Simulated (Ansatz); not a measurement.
`O[Si@@H]1C[C@@H](F)O1` + H₂ → `O[SiH]1CCO1` + H–F  (hydrogenolysis of a C–F bond)

Isolated molecules relaxed with PBE0-D4/def2-TZVP in Ansatz; ΔE leaves out vibrations. CCSD(T)/CBS is the MP2 limit (def2-TZVPP, def2-QZVPP) plus CCSD(T) − MP2 in def2-TZVPP, frozen cores. This one scheme is used for every species. Functionals use def2-TZVPP. One conformer a species, not always the lowest.

`O[Si@@H]1C[C@@H](F)O1`:

Cartesian coordinates in Å:
```
O -2.318 -0.408 -0.309
Si -0.990 0.214 0.402
C 0.527 0.643 -0.604
C 1.178 -0.430 0.282
F 2.074 0.131 1.156
O 0.077 -0.933 1.003
H -2.212 -1.120 -0.942
H -1.528 1.163 1.397
H 0.496 0.364 -1.657
H 0.994 1.620 -0.500
H 1.702 -1.244 -0.228
```

H₂:

```xyz
2

H     0.267   -0.196   -0.172
H    -0.267    0.196    0.172
```

`O[SiH]1CCO1`:

Z-matrix (Å, degrees):
```
Si
C 1 1.872
C 1 2.271 2 42.4
O 1 1.634 2 121.2 3 -116.9
O 1 1.663 2 81.9 3 -2.0
H 1 1.480 2 119.4 3 112.5
H 2 1.089 1 117.3 3 -114.0
H 2 1.090 1 116.9 3 113.4
H 3 1.092 1 123.0 2 96.7
H 3 1.093 1 127.3 2 -95.0
H 4 0.959 1 117.9 2 49.1
```

H–F:

```xyz
2

F    -0.432    0.084   -0.133
H     0.432   -0.084    0.133
```

```json
{"species": "`O[Si@@H]1C[C@@H](F)O1`", "PBE0 energy (Eh)": "-618.76934"}
{"species": "H₂", "PBE0 energy (Eh)": "-1.16849"}
{"species": "`O[SiH]1CCO1`", "PBE0 energy (Eh)": "-519.56523"}
{"species": "H–F", "PBE0 energy (Eh)": "-100.39405"}
```

(1) Work out ΔE.

Largest T1 diagnostic among the species: 0.012.

## Answers

(1) ΔE = (-519.56523) + (-100.39405) − (-618.76934) − (-1.16849) = -0.02145 Eh = -0.58 eV. CCSD(T)/CBS gives -0.65 eV.

From PBE to PBE0 (25 % exact exchange), in def2-TZVPP and without D4, ΔE moves by −0.06 eV.
